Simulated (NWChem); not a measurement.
# SnClF, singlet; SMILES [Cl][Sn][F]

```xyz
3

Sn    -0.3438     0.4451     0.0000
F      1.4396     1.2418     0.0000
Cl     0.3317    -1.8438     0.0000
```
Atoms are numbered in this order, from 1.

Computed with NWChem. Low-valent species are run as closed-shell singlets; no triplet was tried in these runs. All runs use the structure optimised with PBE0/def2-SVP. def2 effective core potentials on Sn; no spin-orbit coupling. Static field.

Problem. Taking PBE/def2-TZVPD as the yardstick, which of these has the fewest basis functions while keeping “isotropic polarisability (bohr³)” within 5 % of it: PBE/def2-SVP; PBE/def2-SVPD; PBE/def2-TZVP?

Solution. PBE/def2-SVPD (a larger set in the list lies outside the tolerance).
| level | basis functions | isotropic polarisability (bohr³) | relative time (rough) |
|---|---|---|---|
| PBE/def2-SVP | 58 | 42.7 | 1 |
| PBE/def2-SVPD | 82 | 55.7 | 2 |
| PBE/def2-TZVP | 118 | 49.8 | 7 |
| PBE/def2-TZVPD | 142 | 56.7 | 10 |

The yardstick is one finite set, not the basis-set limit.
